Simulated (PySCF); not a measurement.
**Dipole moment and polarisability of `[SiH3][GeH2][GeH2][SH]`**

Compound: Ge2H8SSi.
SMILES with atom numbers: `[SiH3:1][GeH2:2][GeH2:3][SH:4]` (hydrogens: H5, H6, H7 on Si1; H8, H9 on Ge2; H10, H11 on Ge3; H12 on S4)

Structure used (PBE0-D3(BJ)/def2-SVP), in Å, numbered top down from 1:
```
atom  x, y, z in Å
Si1    2.403   -0.028   -0.028
Ge2    0.185    0.778   -0.426
Ge3   -1.460   -0.845    0.298
S4    -3.524   -0.174   -0.248
H5     2.338   -1.421    0.512
H6     3.102    0.837    0.970
H7     3.186   -0.045   -1.300
H8    -0.040    1.066   -1.922
H9    -0.060    2.093    0.342
H10   -1.296   -2.181   -0.447
H11   -1.361   -1.106    1.816
H12   -3.437    0.995    0.424
```

Level: wB97X-D/def2-SVPD (PySCF), static field, nuclei fixed, core orbitals frozen in the response. The polarisability tensor in these axes (au):

```
x   160.25   2.32   0.32
y     2.32 107.07  -4.88
z     0.32  -4.88  99.47
```

**Question.** Diagonalise the tensor; give its mean and Δα, where Δα² is half the sum of the squared differences of the eigenvalues.

**Answer.** Principal values 97.06, 109.38 and 160.35 au; mean 122.26 au = 18.12 Å³ = 20.16 × 10⁻⁴⁰ C²·m²/J; Δα = 58.12 au (48 % of the mean).

**Question.** What is the dipole moment, and where does it point?

**Answer.** (1.56, 0.42, 0.57) D, 1.71 D in size, pointing from the negative to the positive side. Measured along this direction, the outermost atoms are S4 at the negative end and H6 at the positive end.

**Question.** Find the Langevin capture rate constant for NO+ (29.998 u) meeting this molecule (215.854 u), k = 2.342 × 10⁻⁹ cm³/s × √(α in Å³ / reduced mass in u).

**Answer.** The reduced mass is 26.34 u, so k = 1.94 × 10⁻⁹ cm³/s. The formula leaves out the permanent dipole, which adds to the capture rate.

**Question.** What depolarisation ratio follows for Rayleigh scattering of linearly polarised light, taking the static tensor?

**Answer.** ρ = 3Δα²/(45ᾱ² + 4Δα²) = 10133.1/(672655 + 13510.8) = 0.0148.

**Question.** Refractivity n − 1 of an ideal gas of it at 273.15 K and 1 atm, from the electronic α?

**Answer.** N = p/kT = 2.6868 × 10¹⁹ cm⁻³, so n − 1 = 2π × N × 18.12 × 10⁻²⁴ cm³ = 3058 × 10⁻⁶ at long wavelengths.

**Question.** What are the principal values of the traceless quadrupole moment, Θ = ½Σq(3rr − r²1), about the centre of nuclear charge?

**Answer.** -6.74, 0.39, 6.35 D·Å. The values depend on the origin, since the dipole doesn't vanish. The electronic extent ⟨r²⟩ about the same centre is 1688 bohr², a root-mean-square distance of 2.15 Å for the 102 electrons.

**Question.** In a dilute gas of rigid molecules at 350 K, how does the orientational term μ²/3kT compare with the electronic polarisability?

**Answer.** In Gaussian units μ²/3kT = 20.27 Å³ against 18.12 Å³, a ratio of 1.12; the Debye molar polarisation (4π/3)N_A(α + μ²/3kT) is 96.8 cm³/mol, leaving out the vibrational part.

Isolated species at its PBE0-D3(BJ)/def2-SVP geometry (one conformer only). The calculation is non-relativistic, for germanium too.
